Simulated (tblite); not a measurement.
Compound: C5H9FOSi.
Structure used (GFN2-xTB), in Å, numbered top down from 1:
```
atom  x, y, z in Å
C1     0.3005    2.5823    0.9262
C2     0.3309    1.4482    0.5426
C3     0.4054    0.0878    0.0683
F4     1.1385   -0.6781    1.0123
C5    -0.9859   -0.5365   -0.0531
C6    -1.7465   -0.5344    1.2694
Si7    1.4458   -0.0482   -1.5635
O8     1.7095   -1.6204   -1.8496
H9     0.2590    3.5776    1.2544
H10   -0.8747   -1.5633   -0.4101
H11   -1.5395    0.0282   -0.8058
H12   -1.8880    0.4852    1.6224
H13   -2.7209   -1.0023    1.1458
H14   -1.1901   -1.0857    2.0245
H15    2.6860    0.6878   -1.3371
H16    0.6527    0.3890   -2.7005
H17    2.0103   -2.2052   -1.1562
```

Computed with GFN2-xTB (tblite): harmonic, unscaled wavenumbers at the GFN2-xTB geometry, gas phase. Against measured fundamentals such values can be off by several per cent, at times by over 20. Modes of hydrogen on silicon can be 10 to 20 % off. One conformer, not necessarily the lowest.

Harmonic wavenumbers (cm⁻¹): 43.0, 86.9, 104.6, 136.0, 165.6, 174.8, 221.8, 258.0, 296.4, 349.2, 369.3, 401.8, 486.7, 531.6, 586.3, 605.5, 669.8, 677.0, 728.4, 758.3, 803.4, 805.9, 901.2, 928.4, 965.3, 1001.5, 1094.2, 1107.9, 1173.8, 1263.5, 1329.7, 1412.8, 1470.9, 1496.5, 1502.3, 2274.9, 2296.3, 2352.9, 2970.6, 2985.2, 3030.4, 3034.7, 3040.1, 3396.5, 3632.7.

A = 2257, B = 1289, C = 1019 MHz; mass 132.041 u (most abundant isotopes); point group C1, symmetry number 1.

Task: Zero-point energy?

Result: Half the sum of the wavenumbers: 26961 cm⁻¹ = 322.53 kJ/mol.

Task: Give the ideal-gas entropy at 298.15 K and 1 bar in the rigid-rotor, harmonic-oscillator model (classical rotation).

Result: Translation 169.76, rotation 121.65, vibration 137.00: S = 428.4 J/(mol K).

Task: And Cp and H(298.15 K) − H(0)?

Result: Cp = 174.02 J/(mol K), of which vibrations give 140.77 (their classical limit is 45 R = 374.2); H(298.15 K) − H(0) = 31.73 kJ/mol without the zero-point energy, 21.82 from vibrations.

Task: What must be added to the electronic energy to get the Gibbs energy at 298.15 K and 1 bar?

Result: ZPE + [H(298.15 K) − H(0)] − T·S = 322.53 + 31.73 − 127.73 = 226.53 kJ/mol.

Task: How do the functions run with temperature in this model?

Result: 
```tsv
T (K)	S (J/(mol K))	Cp (J/(mol K))	H − H(0) (kJ/mol)	G − H(0) (kJ/mol)	ln q(vib)
100	293.4	85.3	5.67	-23.67	1.79
200	367.5	132.7	16.63	-56.87	4.75
300	429.5	174.7	32.05	-96.79	7.73
500	534.5	237.2	73.72	-193.55	13.44
800	659.3	292.9	154.00	-373.43	21.15
1000	727.4	317.4	215.15	-512.26	25.72
```

q(vib) and H(0) count from the zero-point level.

Task: Which modes carry the vibrational entropy at 298.15 K?

Result: 43.0 cm⁻¹: 21.40; 86.9 cm⁻¹: 15.60; 104.6 cm⁻¹: 14.09; 136.0 cm⁻¹: 11.96; 165.6 cm⁻¹: 10.40; 174.8 cm⁻¹: 9.97 J/(mol K); the other 39 give 53.57 together.

Task: Blend soft modes into free rotors: weight 1/[1 + (100 cm⁻¹/ν̃)⁴] for the oscillator and the rest for a rotor with moment μB/(μ + B), μ = h/(8π²ν), B = 10⁻⁴⁴ kg m². What vibrational entropy results?

Result: 127.94 J/(mol K) in place of 137.00, which changes −T·S at 298.15 K by +2.70 kJ/mol.

Hindered rotation and anharmonicity are outside this model. Other conformers, if any are populated, would add a mixing term that is left out. The structure is chiral; the term R ln 2 for an equal mix with its mirror image is left out.
